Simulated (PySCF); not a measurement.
CdH₂S. Atoms are numbered in the order given.

```xyz
4

Cd     0.0002     0.5807     0.0000
H      0.0332     2.2431     0.0000
S     -0.0813    -1.7641     0.0000
H      1.2569    -1.8904     0.0000
```

Geometry: PBE0-D3(BJ)/def2-TZVP. The def2 effective core potentials stand for the cores of Cd; spin–orbit coupling is left out.

Level of theory: C-PCM-B3LYP/def2-TZVPD (PySCF 2.14.0).

The values are the electrostatic part of the solvation free energy, E(continuum) − E(gas) at the gas-phase geometry, in a cavity of scaled van der Waals radii (PySCF's table); cavitation and dispersion terms are not included. A continuum can't describe solvent molecules that bind to the metal. In vacuum the orbital gap is 5.73 eV. The dipole moment in vacuum is 1.47 D.

```
solvent              ε  ΔG(elec) (kcal/mol)  dipole (D)  gap (eV)
---------------  -----  -------------------  ----------  --------
water            78.36                -10.3        2.39      6.29
dichloromethane   8.93                 -9.0        2.26      6.25
ethylethanoate    5.99                 -8.3        2.20      6.23
```
